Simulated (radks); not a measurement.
The numbers below are computed, except where a source is named.
Question: Tl XLVI, configuration [Kr]. Code: a radial shooting solver on a logarithmic mesh with Libxc functionals. Model: Dirac Kohn-Sham, PBE, spin-unpolarised, spherical densities, finite nucleus; Fermi nuclear charge, rms radius 5.4759 fm. Some entries of the table are withheld. Estimate them.

orbital  occ.  eigenvalue (hartree)  <r> (bohr)  <r^2> (bohr^2)
1s1/2       2             -3221.426         (1)       0.0003691
2s1/2       2             -640.3780     0.06802        0.005540
2p1/2       2                   (2)     0.05585        0.003905
2p3/2       4                   (3)     0.06461        0.005082
3s1/2       2             -212.0976         (4)         0.03503
3p1/2       2             -202.3449      0.1650             (5)
3p3/2       4             -184.9077      0.1802             (6)
3d3/2       4             -169.1391      0.1563         0.02852
3d5/2       6             -165.3762      0.1608         0.03009
4s1/2       2             -98.86024      0.3526          0.1400
4p1/2       2             -94.60347      0.3483          0.1376
4p3/2       4             -88.95582      0.3705          0.1555

Answer: 
(1) 1s1/2 <r> (bohr): 0.01632
(2) 2p1/2 eigenvalue (hartree): -618.3097
(3) 2p3/2 eigenvalue (hartree): -542.3233
(4) 3s1/2 <r> (bohr): 0.1748
(5) 3p1/2 <r^2> (bohr^2): 0.03176
(6) 3p3/2 <r^2> (bohr^2): 0.03763
